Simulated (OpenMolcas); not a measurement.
## Cr3+: effect of the IPEA shift

```
Program             : OpenMolcas 26.06
Basis               : ANO-RCC-VQZP [7s6p4d3f2g1h]
Scalar Hamiltonian  : DKH2, point nucleus
Active space        : 3 electrons in 5 orbitals (3d)
State averaging     : 2S+1 = 4 even, 10 roots; 2S+1 = 2 even, 40 roots
Spin-orbit coupling : RASSI with atomic mean-field integrals over the reference wave functions, term energies averaged over their components
```

Methods on the same reference wave functions:
A. CASSCF
B. MS-CASPT2, IPEA 0.25 Eh, imaginary shift 0.1 Eh (closed shells correlated: 3s 3p)
C. MS-CASPT2, IPEA 0.5 Eh, imaginary shift 0.1 Eh (closed shells correlated: 3s 3p)

Energies in eV above 3d³ ⁴F_3/2, the measured ground level; measured values from Sugar and Corliss, J. Phys. Chem. Ref. Data 6, 317 (1977).

```
               Level       A       B       C  Measured
          3d³ ⁴F_3/2  0.0000  0.0000  0.0000    0.0000
          3d³ ⁴F_5/2  0.0305  0.0308  0.0307    0.0292
          3d³ ⁴F_7/2  0.0723  0.0727  0.0726    0.0689
          3d³ ⁴F_9/2  0.1246  0.1247  0.1247    0.1172
          3d³ ⁴P_1/2  2.2089   1.794   1.826    1.7431
          3d³ ⁴P_3/2  2.2227   1.806   1.839    1.7577
          3d³ ²G_7/2  2.2480   1.818   1.864    1.8662
          3d³ ⁴P_5/2  2.2578   1.843   1.876    1.7942
          3d³ ²G_9/2  2.2920   1.863   1.908    1.9096
          3d³ ²P_1/2  2.9652   2.395   2.430    2.4201
          3d³ ²H_9/2  2.9697   2.599   2.632    2.6118
   3d³ ²P_3/2 [73 %]  2.9817   2.393   2.432          
         3d³ ²H_11/2  3.0035   2.633   2.666    2.6434
3d³ ²D_3/2(1) [74 %]  3.2310   2.553   2.601    2.5603
       3d³ ²D_5/2(1)  3.2614   2.565   2.618    2.5620
          3d³ ²F_7/2  5.1125   4.289   4.340    4.2604
          3d³ ²F_5/2  5.1316   4.308   4.359    4.2844
       3d³ ²D_5/2(2)  7.9834   6.719   6.745    6.5681
       3d³ ²D_3/2(2)  8.0062   6.743   6.769    6.5888
```

Deviations, from unrounded energies. A percentage is the sum of absolute deviations over the sum of measured energies, with the sign that they share, or ± where signs differ.

```tsv
Against measurement	Levels	A	B	C
mean absolute deviation (cm-1)	17	4400	320	440
fine structure of the ground term (%)	3	+5.6	+5.9	+5.9
other terms of the ground configuration (%)	14	+21.4	±1.5	±2.1
```

B lies closest to measurement on these levels and A furthest from it. The largest miss of B in the table is 3d³ ²D_3/2(2), by +1200 cm-1. The ranking rests on the paired levels alone, and a cruder setting can come out closer through cancelling errors.

Between B and C the level of the table that moves most is 3d³ ²D_5/2(1), by 430 cm-1 (lowest in B, highest in C). Moves below CASPT2's spread within the term are not significant.

The mean deviations of B to C differ by less than CASPT2's widest spread within a term (1000 cm-1), so their order carries little weight.

From A to B the spin-free energies of the other terms of 3d³ shown, above ⁴F, scale by factors of 0.78 to 0.87, as is usual when dynamic correlation screens the repulsion within a d or f shell.

The lowest spin-free term lies below A's lowest term by 0.383 hartree in B, 0.377 hartree in C.

CASPT2 breaks the degeneracy within a term, and the mean is taken; among the terms shown or strongly mixed into the levels shown the widest spread is 1000 cm-1 (3d³ ⁴F, B). The CASPT2 spread within a term exceeds the gap to the next term for 3d³ ⁴P and 3d³ ²G, so the order of their levels is uncertain (figures for B; the like holds for C). Without dynamic correlation excited terms often stand tens of per cent too high (terms of higher spin than the ground term too low), and those without a measured partner can miss by more than the paired ones (holds for A). Measured partners are found by configuration, term and J. A level has none where our copy of the source lacks it or the pairing is in doubt (some pairs that miss far off the trend of their configuration count as doubtful), and it then counts in no deviation. Only configurations of the active space appear.

A share in square brackets marks a mixed level and gives the weight of the term that names it, the lowest over the columns. A number in round brackets counts repeated terms of one configuration in the order of the reference energies.
